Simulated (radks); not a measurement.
Values are calculated unless marked as measured or tabulated.
Question: Valence configurations of Ru (all share [Kr]). Code: a radial shooting solver on a logarithmic mesh with Libxc functionals. Model: Dirac Kohn-Sham, PBE, spin-unpolarised, spherical densities, finite nucleus; open shells fill j = l - 1/2 first; Fermi nuclear charge, rms radius 4.4809 fm. Order these by energy: 4d6.5 5p1.5; 4d6 5s1 5p1; 4d6 5p2; 4d6 5s1.5 5p0.5; 4d8; 4d7 5s1; 4d6.5 5s1.5; 4d5 5s1 5p2; 4d6 5s2; 4d6.5 5s1 5p0.5.

Answer: From the lowest, in eV above it: 4d8 0.000; 4d7 5s1 0.183; 4d6.5 5s1.5 0.759; 4d6 5s2 1.708; 4d6.5 5s1 5p0.5 2.528; 4d6 5s1.5 5p0.5 3.595; 4d6 5s1 5p1 5.539; 4d6.5 5p1.5 6.239; 4d6 5p2 9.569; 4d5 5s1 5p2 13.633. NIST lists [Kr] 4d7 5s1 as the ground configuration; this level of theory puts 4d8 lower, by 0.183 eV. The energies are those of spherical spin-averaged densities, not of single terms.
